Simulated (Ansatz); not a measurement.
# Reading a saddle point

A first-order saddle point of BSiH7O2, singlet, PBE0-D4/def2-TZVP, with one imaginary mode of 1171i cm⁻¹:

B1  (-0.194, 0.702, -0.076)
H2  (0.981, 1.437, -0.025)
O3  (-0.786, 0.844, -1.333)
O4  (-0.935, 0.993, 1.085)
H5  (1.059, 0.406, -0.042)
Si6  (0.387, -1.432, -0.046)
H7  (-1.328, 1.635, -1.370)
H8  (-0.415, 1.183, 1.866)
H9  (1.198, -1.949, -1.181)
H10  (-0.995, -1.968, -0.112)
H11  (1.029, -1.852, 1.233)
(Å)

Computed with Ansatz 0.2.0 (basis: def2-TZVPP and def2-QZVPP); correlated methods freeze the cores. Extrapolation: Hartree–Fock as exp(−7.88 √X), correlation as X^−2.97.

Question: Which contacts change along the imaginary mode, and what lies on either side? (A judgement: the text doesn't fix the answer.)

Answer: Computed: The step is BH₃O₂ ([OH][BH][OH]) + SiH₄ → BSiH₅O₂ ([OH][B]([OH])[SiH3]) + H₂, with the molecules in contact on both sides. Shortening one way: B1–Si6, H2–H5; lengthening the same way: B1–H2, H5–Si6.
```tsv
pair	one side (Å)	saddle (Å)	other side (Å)
B1–Si6	4.09	2.21	2.04
H2–H5	3.30	1.03	0.75
B1–H2	1.20	1.39	4.05
H5–Si6	1.48	1.96	3.81
```

Question: Which side is lower, and how far does the saddle lie above each? (An estimate is asked for; the value comes from the calculation.)

Answer: The calculation gives: The side with B1–H2, H5–Si6 short is lower by 11.19 kcal/mol; the saddle lies 61.57 kcal/mol above it and 50.38 kcal/mol above the other (CCSD(T) at an estimated basis limit (MP2 extrapolated from triple and quadruple zeta, plus CCSD(T) − MP2 in triple zeta); electronic energies).

T1 diagnostic: at most 0.014.

Labels in which every atom is bracketed show which atoms are joined, not bond orders.

For scale, one of the runs: CCSD(T)/def2-TZVPP, 233 basis functions, launched by `ansatz run in.yaml --threads 4 --pin off --events-out ev --progress --plain --max-ram 9574MiB`. Hardware: 4 CPU threads of an Arm Neoverse V1, shared host. Wall time 94 s; peak host memory 4.2 GiB.
